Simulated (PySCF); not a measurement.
Ti(Cl)2(O) cation (Cl2OTi), SMILES [O]=[Ti]([Cl])[Cl] (connectivity only; charge and spin as stated), charge +1, multiplicity 2. Geometry optimised at ωB97X-D3(BJ)/def2-SVP. The spin state was assumed, not searched. The isomer is the one that the SMILES or the coordinates give; other isomers of the formula were not compared.

All values below come from ωB97X-D3(BJ)/def2-SVP (PySCF).

Harmonic wavenumbers (cm⁻¹): 164, 191, 215, 298, 441, 1235. Rotational constants (GHz): 3.480, 3.004, 1.817; symmetry number 1.

Task: Work out the zero-point energy and the ideal-gas rigid-rotor harmonic-oscillator thermochemistry at 298.15 K and 1 atm.

Result: ZPE = ½ Σ hcν = ½ × 2545 cm⁻¹ = 3.64 kcal/mol. H − E(el) = 7.54 kcal/mol. Entropy in cal/(mol K): translation 40.61, rotation 27.23, vibration 9.01, spin 1.38, total 78.22. G − E(el) = -15.78 kcal/mol. Cp = 16.75 cal/(mol K).
